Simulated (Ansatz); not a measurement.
The cluster ZnSn12⁺. Total charge 1; doublet. Geometry PBE-D4/def2-SVP, basis def2-TZVP, Ansatz.

```
atom   x (Å)   y (Å)   z (Å)
 Zn1  -0.024  -2.209  -1.693
 Sn2   0.000   0.007   0.006
 Sn3  -1.457  -0.357   2.737
 Sn4   0.199  -2.793   1.305
 Sn5   1.830  -0.226   2.518
 Sn6   0.026   2.402   1.841
 Sn7  -2.715   1.507   0.325
 Sn8  -2.549  -1.745  -0.021
 Sn9  -0.204   2.790  -1.385
Sn10   2.605   1.720  -0.029
Sn11   1.424   0.285  -2.726
Sn12  -1.790   0.156  -2.512
Sn13   2.654  -1.537  -0.367
```

```csv
run,HOMO (eV),LUMO (eV)
A,-6.86,-6.58
B,-7.52,-6.12
C,-7.25,-6.60
D,-7.00,-6.70
```

In the def2 sets Sn takes a core potential; there is no spin–orbit coupling. Single mean-field runs in def2-TZVP are fitted with def2-universal-jkfit. The structure comes from a short search, and lower isomers may exist.

HOMO and LUMO are taken over both spins.

**Question.** The runs used B97M-V, PBE, PBE0, r2SCAN. Estimate which is which.

**Answer.** A B97M-V (0 % exact exchange); B PBE0 (25 % exact exchange); C r2SCAN (0 % exact exchange); D PBE (0 % exact exchange). Exact exchange lowers occupied and raises empty levels; among semilocal functionals meta-GGAs tend to open the gap a little, and such runs are hard to tell apart. The gap grows from 0.28 eV (B97M-V) to 1.40 eV (PBE0).
